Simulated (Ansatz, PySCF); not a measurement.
This PySCF input computes a PBE0/def2-TZVPD energy:

```python
from pyscf import gto, scf, dft

mol = gto.M(
    atom='''
    Na   -0.00000000   -0.00000000   -0.90343180
    F     0.00000000    0.00000000    1.10419443
    ''',
    basis='def2-tzvpd',
    charge=-1,
    spin=1,
    symmetry='C2v',
    verbose=4,
)

mf = dft.UKS(mol, xc='pbe0').density_fit(auxbasis='def2-universal-jkfit')
mf.grids.level = 3
mf.conv_tol = 1e-9
mf.max_cycle = 100
mf.max_memory = 1500
mf.kernel()
if not mf.converged:
    mf = mf.newton()
    mf.kernel(mf.make_rdm1())
mf.analyze()
```

### Question
Write an input for the same energy in Ansatz (an electronic-structure program) and say what it gives.

### Answer

Ansatz 0.2 input:
```yaml
crystal:
  periodic: [false, false, false]
  atoms:
    - {symbol: Na, position_ang: [-0.00000000, -0.00000000, -0.90343180]}
    - {symbol: F, position_ang: [0.00000000, 0.00000000, 1.10419443]}
basis:
  gaussian:
    orbitals: def2-TZVPD
hamiltonian:
  xc: {name: PBE0}
total_charge: -1
magnetization: {spin_polarized: true, initial_magnetization: 1}
output: {forces: true}
```
It gives -262.04522 Eh, and PySCF -262.04531 Eh, a difference of 0.09 mEh, from the treatment of integrals and grids.
